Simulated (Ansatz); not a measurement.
The cluster NaSn₆⁻, relaxed as a singlet with RKS r2SCAN-D4/def2-SVPD in Ansatz, starting from the GFN2-xTB geometry. Force threshold 0.02 eV/Å.

In the def2 sets Sn takes a core potential; there is no spin–orbit coupling. The structure comes from a short search, and lower isomers may exist.

Start:

```xyz
7

Na   -2.764    0.931   -0.201
Sn   -0.472   -1.395    0.102
Sn    1.717   -0.399   -1.547
Sn    0.311    1.436    0.159
Sn    2.193   -0.601    1.238
Sn   -0.844    0.143   -2.326
Sn   -0.141   -0.116    2.576
```

Estimate the energy that the relaxation releases and the steps that it takes.

0.81 eV, in 6 steps; 75 s on 4 threads of Arm Neoverse V1 on a shared host. No frequencies were taken in this run, so the end may be a saddle point.

Does the start keep its bonding?

Bonds formed: Na1–Sn7 (atoms count from 1).

Predict the relaxed structure.


```xyz
7

Na   -2.621    0.730    0.245
Sn   -0.474   -1.501   -0.021
Sn    1.903   -0.504   -1.696
Sn    0.373    1.529    0.028
Sn    2.145   -0.621    1.323
Sn   -0.863    0.277   -2.403
Sn   -0.464    0.089    2.524
```
Bond lengths (bridged metal pairs left out): 12 × Sn–Sn 2.96 to 3.15 Å; 4 × Na–Sn 3.11 to 3.21 Å.
